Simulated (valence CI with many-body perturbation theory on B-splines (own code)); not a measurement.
Values are calculated unless marked as measured or tabulated.
# Run record, Pm XXIII

The program does CI of the valence electrons with many-body perturbation theory for a frozen closed Dirac-Fock core.

Command, and the settings that its task file holds:

```sh
python run_cv.py task.json out
```

```
atom Pm  Z=61  mass_number=145  rms_radius_fm=4.9620
core [Kr]
valence 5d3
avg = 1
basis = S
breit = 1
cap = 10000
capref = 1200
cscale = 1
de = 0.0
dress = 0
eps = 2e-08
extrap = 1
h = 0.27
hh = 1
l2 = 3
lcore = 6
maxit = 60
n2 = 5
natural = 1
nlev = 21
nno = [3, 3, 3, 3, 1]
nroot = 26
nsp = [3, 3, 2, 2, 0]
pt2 = 1
qed = 1
rpa = 1
s1 = 1
s2 = 1
s3 = 1
screen = 1
tol = 2e-05
whole = 1
```

(1) What became of the run, and why?

Answers

(1) It gave no result: the start configuration must fill the lowest shells above the core. The program said: "5d is not the lowest shell of its kind above the core".
